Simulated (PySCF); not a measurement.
**C$_{3}$H$_{8}$O$_{2}$Si$_{2}$: full NMR table**

| Quantity | Value |
| --- | --- |
| Formula | C3H8O2Si2 |
| SMILES | C=C[Si@@](O)([SiH3])C=O |
| InChI | InChI=1S/C3H8O2Si2/c1-2-7(5,6)3-4/h2-3,5H,1H2,6H3/t7-/m1/s1 |
| Point group of the computed structure | C1 |
| Degrees of unsaturation | 2 |
| Carbon signals | 3 |
| Proton signals | 6 |

Bonds (- single, = double, # triple, : aromatic): C1=C2 1.325 Å, C2-Si3 1.893 Å, Si3-O4 1.629 Å, Si3-Si5 2.311 Å, Si3-C6 1.923 Å, C6=O7 1.209 Å. C1 carries H8, H9; C2 carries H10; O4 carries H11; Si5 carries H12, H13, H14; C6 carries H15. Stereochemistry as in C=C[Si@@](O)([SiH3])C=O. H9 is cis to Si3; H8 is trans to Si3.

- PBE0/pcSseg-1 with gauge-including orbitals
- GFN2-xTB geometry
- code: PySCF
- one computed conformer, no relativistic terms, equivalent nuclei averaged, no solvent

Shifts are taken against calculated references (same method and geometry level): 1H (σref 31.72), 13C (σref 186.93), 29Si (σref 349.16) vs TMS; H2O for 17O (σref 336.08).

| carbon | δC, type | δH (multiplicity) | HMBC from (2–3 bonds) | span of the C tensor (ppm) |
| --- | --- | --- | --- | --- |
| C1 | 144.8, CH2 | H8 6.65 (m); H9 6.40 (m) | H10 | 261 |
| C2 | 139.9, CH | 6.38 (m) | H15, H8, H9, H12/H13/H14 | 230 |
| C6 | 250.8, CH | 12.25 (s) | H10, H12/H13/H14 | 293 |

Other nuclei:
```csv
atoms,nucleus,environment,δ (ppm),σ (ppm)
H12/H13/H14,1H,hydrogen on a silicon bonded to Si,3.46,28.26
H11,1H,hydrogen on an oxygen bonded to Si,2.28,29.43
Si3,29Si,"silicon bonded to 2 C, O, Si",-22.0,371.2
Si5,29Si,"silicon bonded to Si, 3 H",-123.0,472.2
O7,17O,carbonyl oxygen,909.7,-573.7
O4,17O,"oxygen bonded to Si, H",0.8,335.3
```

Carbon types of the structure: 2 × CH, 1 × CH2, leaving 4 H on heteroatoms. δC 250.8: carbonyl carbon. δC 144.8: terminal =CH2 carbon; as expected for a trigonal carbon in a double bond. δC 139.9: alkene CH; an sp2 carbon of a C=C bond. δH 12.25: hydrogen on a carbonyl carbon. δH 6.65, 6.40: hydrogen on a terminal =CH2 carbon; a vinylic proton, deshielded by the sp2 carbon and the C=C anisotropy.

OH/NH shifts are gas-phase values; hydrogen bonding in solution moves them, usually downfield. Shifts are as computed. Against solution values, carbons near 30 ppm lie about +3 ppm off and those near 130 ppm about +5 ppm. Of 1309 compounds with measured shifts, 239 miss one by over three times the rms of a fit or turn the order of signals round; such compounds aren't used in these exercises. Unscaled 17O shifts of doubly bonded oxygen tend to come out too high, by tens of ppm or more. Experimental scales use liquid or dissolved standards, which lie at an offset from isolated H2O (liquid H2O: subtract about 36 ppm). Multiplicities follow the n + 1 count of equivalent neighbours, as no J values were calculated; m marks all less simple cases, F and P coupling included.
